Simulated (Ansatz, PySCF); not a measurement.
Reaction (SMILES): [CH3][Ge]([Br])([Br])[Br] + 4 [H][H] (H2) → 3 Br (HBr) + C (CH4) + [GeH4] (GeH4)
Each molecule is optimised on its own at B3LYP-D3(BJ)/def2-TZVP (Ansatz, a quantum-chemistry and plane-wave program). Frequencies are from Ansatz or PySCF.
Geometry of the first species:
```xyz
8

C     -2.4056     0.0387    -0.0322
Ge    -0.4604     0.0074    -0.0062
Br     0.3454    -1.7538    -1.2766
Br     0.3239    -0.2411     2.1591
Br     0.4000     1.9776    -0.8682
H     -2.7479     0.8760     0.5729
H     -2.7376     0.1563    -1.0619
H     -2.7739    -0.8994     0.3786
```
Charge 0, spin multiplicity 1.

Quantity: energy of full hydrogenation (0 K, with B3LYP-D3(BJ) harmonic zero-point energies), in eV. Cores are frozen in the correlated levels unless marked. No spin-orbit coupling. Frozen are the shells of the preceding noble gas and the d and f shells that filled before the atom's block. No relativistic terms. CBS marks a two-point X^-3 extrapolation of the correlation energy; Hartree-Fock from the larger set. The bracket is a focal-point correction in the basis named.

| level | program | energy of full hydrogenation (eV) |
|---|---|---|
| PBE-D3(BJ)/def2-TZVPD | Ansatz + dftd3 | 2.06 |
| PBE0/def2-TZVPD | Ansatz | 1.81 |
| r2SCAN0/def2-TZVPD | Ansatz | 1.99 |
| B2PLYP-D3(BJ)/def2-TZVPD | Ansatz + dftd3 | 2.20 |
| MP2/6-31G* | Ansatz | 2.88 |
| RI-MP2/aug-cc-pVQZ | Ansatz | 2.44 |
| SCS-MP2/aug-cc-pVDZ | Ansatz | 1.62 |
| SCS-MP2/cc-pVDZ | Ansatz | 1.54 |
| RI-MP2/CBS(aug-cc-pVTZ,aug-cc-pVQZ)+[CCSD(T)-MP2]/aug-cc-pVDZ | Ansatz | 2.14 |
| CCSD(T)/CBS(cc-pVTZ,cc-pVQZ) | Ansatz | 2.16 |
